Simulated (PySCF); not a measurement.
An unknown gives this computed stick spectrum. Method used: PySCF, TDDFT CAM-B3LYP/def2-SVPD, vertical, gas phase, core orbitals frozen in the response. Geometries: GFN2-xTB, one conformer each.

```json
{"state": "S1", "λ (nm)": "340.9", "f": "0.0005"}
{"state": "S2", "λ (nm)": "291.1", "f": "0.204"}
{"state": "S3", "λ (nm)": "273.9", "f": "0.081"}
{"state": "S4", "λ (nm)": "263.1", "f": "0.0063"}
{"state": "S5", "λ (nm)": "208.1", "f": "0.0000"}
{"state": "S6", "λ (nm)": "195.4", "f": "0.140"}
{"state": "S7", "λ (nm)": "190.7", "f": "0.0000"}
{"state": "S8", "λ (nm)": "189.2", "f": "0.0012"}
```

Triplets computed (Tamm–Dancoff): 2.50, 3.20, 3.49 eV.

Task: Which candidate is it?
A. `N[C@@H]1C=C[S@@](=O)CC1`
B. `CCC1=CCC=CO1`
C. `CC1=CP=C(C=O)S1`
D. `C=C[C@@H]1[C@H]2CO[C@@H]1C2`

Result: C. Its S1, at 3.64 eV, is the lowest among the candidates; the nearest of the others has S1 at 5.10 eV. S1 is HOMO-2→LUMO (90%). Löwdin shares by element: HOMO carbon 40% or more, phosphorus 23%, sulfur 12% (atoms not listed hold the other 25%); LUMO phosphorus 28%, carbon 15% or more, sulfur 14%, oxygen 12% (atoms not listed hold the other 31%). At the same level the other candidates give, for their lowest levels:
- `C=C[C@@H]1[C@H]2CO[C@@H]1C2`: 184 nm (f 0.333); 178 nm (f 0.033); 172 nm (f 0.004); 170 nm (f 0.027); 168 nm (f 0.011); T1 4.33 eV; HOMO -8.17, LUMO 1.22 eV
- `CCC1=CCC=CO1`: 236 nm (f 0.010); 214 nm (f 0.010); 190 nm (f 0.003); 182 nm (f 0.029); 176 nm (f 0.016); T1 3.88 eV; HOMO -7.32, LUMO 1.27 eV
- `N[C@@H]1C=C[S@@](=O)CC1`: 243 nm (f 0.027); 211 nm (f 0.009); 208 nm (f 0.020); 201 nm (f 0.030); 190 nm (f 0.012); T1 4.20 eV; HOMO -8.06, LUMO 0.31 eV

Shape of the structure used: `[CH3:1][c:2]1[cH:3][p:4][c:5]([CH:6]=[O:7])[s:8]1`: P4–C5–C6–O7 180°.
